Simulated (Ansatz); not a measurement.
Consider the redistribution: `[SiH3]N[SiH2]O[SiH3]` + `O=C[SiH2]Br` → `O=C[SiH2]O[SiH3]` + `[SiH3]N[SiH2]Br`.

Gas-phase electronic energies from Ansatz, PBE0-D4/def2-TZVP geometries. CCSD(T)/CBS is the MP2 limit (def2-TZVPP, def2-QZVPP) plus CCSD(T) − MP2 in def2-TZVPP, frozen cores. Functionals use def2-TZVPP. B3LYP here is the variant with VWN-RPA as its local correlation; programs differ in this. For Br outer-core shells are correlated without core-valence functions, which leaves a few kJ/mol of doubt a bond. Scalar relativity is left out up to krypton. One conformer a species, not always the lowest.

Is it downhill or uphill in electronic energy at CCSD(T)/CBS, and by how much? (An estimate is asked.)

Ansatz gave: Nearly level: ΔE = +0.1 kJ/mol.

What do these levels give: PBE-D4, r2SCAN-D4, B3LYP-D4, ωB97X-V, ωB97M-V, r2SCAN, PBE0, B3LYP, MP2/def2-TZVPP, SCS-MP2/def2-TZVPP, SCS-MP2/def2-QZVPP, MP2/CBS(def2)? (Best estimate.)

Ansatz gave: PBE-D4 2.2, r2SCAN-D4 0.3, B3LYP-D4 0.2, ωB97X-V -0.7, ωB97M-V -0.7, r2SCAN 0.0, PBE0 1.1, B3LYP 0.7, MP2/def2-TZVPP -0.3, SCS-MP2/def2-TZVPP -0.3, SCS-MP2/def2-QZVPP -0.2, MP2/CBS(def2) -0.4 kJ/mol.

Largest T1 diagnostic among the species: 0.014.
